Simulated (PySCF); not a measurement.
# ZnCl2: from structure and modes to constants

Level of theory: PySCF, PBE0, basis Zn def2-TZVP, Cl def2-TZVP (no relativity, density fitting).

The singlet minimum has D∞h symmetry. Masses (u): Zn 63.92915, Cl 34.96885.

```xyz
3
charge 0 multiplicity 1, angstrom
Zn    0.0000    0.0000    0.0000
Cl    2.0842    0.0000    0.0000
Cl   -2.0842    0.0000    0.0000
```

Harmonic wavenumbers (cm⁻¹): 105.9 (πu, ×2), 357.2 (σg+, ×1), 513.0 (σu+, ×1).

**Question.** What is the harmonic zero-point energy?

**Answer.** Half the sum of all 4 wavenumbers, 1082/2 = 541 cm⁻¹, which is 6.5 kJ/mol (1 cm⁻¹ = 0.0119627 kJ/mol).

**Question.** Give the standard entropy (298.15 K, 1 bar) by its translational, rotational, vibrational and spin parts, and Cp.

**Answer.** Sackur–Tetrode with M = 133.87 u gives 169.9; rotation with symmetry number 2 gives 70.9; vibration 35.3; spin R ln 1 = 0.0. The total is 276.2 J/(mol K), and Cp = 7/2 R + 27.9 = 57.0 J/(mol K).
